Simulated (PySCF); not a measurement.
Sc (scandium, neutral) across methods

[Ar] 3d2 4s1, high-spin 4F determinant (an excited configuration). Calculation: PySCF 2.14, in aug-cc-pwCVTZ; no relativity, point nucleus.

| method | E (hartree) | mean ε 3p β (eV) | mean ε 3d α (eV) | mean ε 4s α (eV) | Σ⟨r²⟩ (bohr²) | ⟨S²⟩ |
| --- | --- | --- | --- | --- | --- | --- |
| UHF | -759.70421 | -37.459 | -6.002 | -5.306 | 45.60 | 3.753 |
| PBE0 | -760.414 | -31.772 | -3.045 | -4.218 | 45.21 | 3.751 |
| M06-2X | -760.565 | -34.118 | -3.940 | -4.958 | 44.16 | 3.751 |
| PBE | -760.381 | -29.603 | -2.059 | -3.766 | 46.06 | 3.750 |
| r2SCAN | -760.571 | -30.213 | -2.211 | -3.830 | 45.21 | 3.751 |
| LDA | -758.663 | -29.662 | -2.022 | -3.924 | 45.59 | 3.750 |
| revPBE | -760.506 | -29.620 | -2.061 | -3.722 | 46.21 | 3.750 |

Task: Estimate the same row for PW91.

Result: E (hartree) = -760.622; mean ε 3p β (eV) = -29.632; mean ε 3d α (eV) = -2.103; mean ε 4s α (eV) = -3.807; Σ⟨r²⟩ (bohr²) = 45.87; ⟨S²⟩ = 3.750.
